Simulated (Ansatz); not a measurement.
Ansatz (a quantum-chemistry and plane-wave program) input (r2SCAN/def2-TZVP):

Ansatz 0.2 input:
```yaml
crystal:
  periodic: [false, false, false]
  atoms:
    - {symbol: Mg, position_ang: [0.00000000, 0.00000000, 0.00000000]}
    - {symbol: F, position_ang: [0.00000000, 0.00000000, 1.75105467]}
    - {symbol: F, position_ang: [-0.00000000, -0.00000000, -1.75105467]}
basis:
  gaussian:
    orbitals: def2-TZVP
hamiltonian:
  xc: {name: r2SCAN}
relax: {f_tol: 0.003, max_steps: 100}
```

Output:

```
Functional definition: r2SCAN
integrals: 0.02 GiB planned
600 factors; their error is unknown
mean field: 0.19 GiB planned
mean field evaluation 1: about -10874.8552 eV, gradient 6.6e1 eV
mean field evaluation 2: about -10833.7570 eV, gradient 1.7e2 eV
mean field evaluation 4: about -10881.2784 eV, gradient 2.3e0 eV
mean field evaluation 8: about -10881.2764 eV, gradient 3.2e-2 eV
mean field evaluation 16: about -10881.2764 eV, gradient 9.4e-6 eV
mean field -10881.27641751 eV, -399.8795327494 hartree, gradient 9.4e-6 eV, S^2 0.000000; 0 other end points of the search recorded, 0 dependent functions left out
the calculation of the forces begins
reference -10881.27643267 eV, -399.8795333065 hartree; 15, 15 occupied and 79, 79 virtual orbitals, 600 factors
relax step   1: F+E_penalty+E_count = -10881.27641751 eV  Δ(F+E_penalty+E_count) = +0.000e0 eV  max|allowed force component| = 5.136e-2 eV/Å  Δτ_max = 0.0000 Å  (26 SCF iters, accepted)
these checks for a lower state are left out or cut short: starts, cluster_reference, orbital_swaps, neighbouring_geometries, increment
integrals: 0.02 GiB planned
600 factors; their error is unknown
mean field: 0.19 GiB planned
mean field -10881.27649774 eV, -399.8795356980 hartree, gradient 7.0e-5 eV, S^2 0.000000; 0 other end points of the search recorded, 0 dependent functions left out
the calculation of the forces begins
reference -10881.27651291 eV, -399.8795362553 hartree; 15, 15 occupied and 79, 79 virtual orbitals, 600 factors
relax step   2: F+E_penalty+E_count = -10881.27649774 eV  Δ(F+E_penalty+E_count) = -8.023e-5 eV  max|allowed force component| = 2.982e-2 eV/Å  Δτ_max = 0.0010 Å  (18 SCF iters, accepted)
these checks for a lower state are left out or cut short: starts, cluster_reference, orbital_swaps, neighbouring_geometries, increment
integrals: 0.02 GiB planned
600 factors; their error is unknown
mean field: 0.19 GiB planned
mean field -10881.27653834 eV, -399.8795371897 hartree, gradient 1.8e-5 eV, S^2 0.000000; 0 other end points of the search recorded, 0 dependent functions left out
the calculation of the forces begins
reference -10881.27655351 eV, -399.8795377475 hartree; 15, 15 occupied and 79, 79 virtual orbitals, 600 factors
relax step   3: F+E_penalty+E_count = -10881.27653834 eV  Δ(F+E_penalty+E_count) = -4.059e-5 eV  max|allowed force component| = 1.135e-4 eV/Å  Δτ_max = 0.0014 Å  (20 SCF iters, accepted)
integrals: 0.02 GiB planned
600 factors; their error is unknown
mean field: 0.19 GiB planned
mean field evaluation 32: about -10833.9966 eV, gradient 1.7e2 eV
mean field -10881.27653834 eV, -399.8795371897 hartree, gradient 1.8e-5 eV, S^2 0.000000; 1 other end points of the search recorded, 0 dependent functions left out
the calculation of the forces begins
reference -10881.27655351 eV, -399.8795377475 hartree; 15, 15 occupied and 79, 79 virtual orbitals, 600 factors
Total energy: -10881.27655351 eV, -399.8795377475 hartree
Atom 0 at     0.000000    -0.000000    -0.000000 Å, force    -0.000000    -0.000000    -0.000000 eV/Å
Atom 1 at    -0.000000     0.000000     1.748701 Å, force     0.000000     0.000000     0.000114 eV/Å
Atom 2 at    -0.000000     0.000000    -1.748701 Å, force     0.000000    -0.000000    -0.000114 eV/Å
Dipole moment:     0.000000     0.000000    -0.000000 e Å
```
